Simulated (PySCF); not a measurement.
## Xe (xenon, neutral) across methods

[Kr] 4d10 5s1 5p6 6s1, high-spin 3S determinant (an excited configuration). Calculation: PySCF 2.14, in aug-cc-pwCVTZ-PP with ECP28MDF (8s7p6d4f1g, 96 functions); a scalar-relativistic core potential.

```tsv
method	E (hartree)	mean ε 5p α (eV)	mean ε 5p β (eV)	mean ε 6s α (eV)	Σ⟨r²⟩ (bohr²)	⟨S²⟩
PBE0	-328.5827	-13.904	-12.603	-2.276	77.87	2.001
r2SCAN	-328.6958	-12.991	-11.953	-1.898	78.16	2.003
LDA	-328.1495	-12.506	-11.807	-1.962	77.16	2.000
PBEsol	-328.2764	-12.436	-11.660	-1.898	77.53	2.000
UHF	-327.44285	-17.409	-14.317	-3.105	79.58	2.009
PBE	-328.5791	-12.416	-11.614	-1.839	77.59	2.000
B97-3	-328.6303	-13.969	-12.646	-2.143	78.14	2.004
revPBE	-328.6365	-12.405	-11.590	-1.813	77.80	2.001
```

(1) Estimate the same row for wB97X-V.

Energies and moments cover only the electrons outside the core potential. The outer electron is Rydberg-like, and this basis confines it to a smaller radius and binds it less than a complete one would.

## Answers

(1) E (hartree) = -328.5383; mean ε 5p α (eV) = -16.233; mean ε 5p β (eV) = -14.874; mean ε 6s α (eV) = -3.372; Σ⟨r²⟩ (bohr²) = 77.81; ⟨S²⟩ = 2.001.
